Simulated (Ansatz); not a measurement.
Mulliken charges of CH5BNPZn (`PB1C[N]1[ZnH]`) from ωB97M-V/def2-TZVPP in Ansatz (PBE0-D4/def2-TZVP geometry).

```tsv
atom	x (Å)	y (Å)	z (Å)	charge (e)
P1	-1.626	-1.103	-1.413	-0.160
B2	-0.454	-0.441	-0.088	0.136
C3	0.147	-0.438	1.328	-0.254
N4	0.676	0.290	0.130	-0.147
Zn5	2.087	1.360	-0.282	0.191
H6	-2.830	-0.923	-0.689	0.050
H7	-1.749	0.082	-2.183	0.042
H8	-0.271	0.180	2.121	0.107
H9	0.755	-1.263	1.698	0.107
H10	3.266	2.255	-0.622	-0.071
```

Task: By hand: the dipole of these point charges (1 e Å = 4.8032 D).

Result: Σ q r = (0.065, 0.126, 0.130) e Å, of length 0.192 e Å = 0.92 D.

Task: How does the dipole of the full density compare? (Estimate.)

Result: Computed: (0.194, 0.257, 0.065) e Å, 1.58 D; the point charges give 0.58 times that, at 32° from its direction.

Point charges leave out the atoms' own dipoles, such as those of lone pairs, and Mulliken's split depends on the basis, so the two needn't agree.
